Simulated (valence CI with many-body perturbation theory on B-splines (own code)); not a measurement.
Which ion has this spectrum?

A relativistic CI+MBPT calculation for an atom or ion with 7 electrons gives these levels (eV):

```csv
J,Parity,E,g
3/2,odd,0.0,1.34
3/2,odd,524.9,1.44
5/2,odd,546.3,1.18
1/2,odd,583.4,0.63
5/2,even,777.7,1.47
1/2,even,857.2,2.06
3/2,even,858.7,1.19
3/2,odd,1109.6,1.29
3/2,even,1324.4,1.57
5/2,even,1360.1,1.28
1/2,even,1404.6,1.39
3/2,even,1415.0,1.04
3/2,odd,1694.3,1.31
1/2,even,1946.5,1.82
```

The energies are calculated, and their last digits are not significant.

Which is it?
A. Ce51+
B. Pm54+
C. Nd53+
D. Pr52+

C. Nd53+, ground level (2s^2 2p1/2^2 2p3/2) J=3/2.
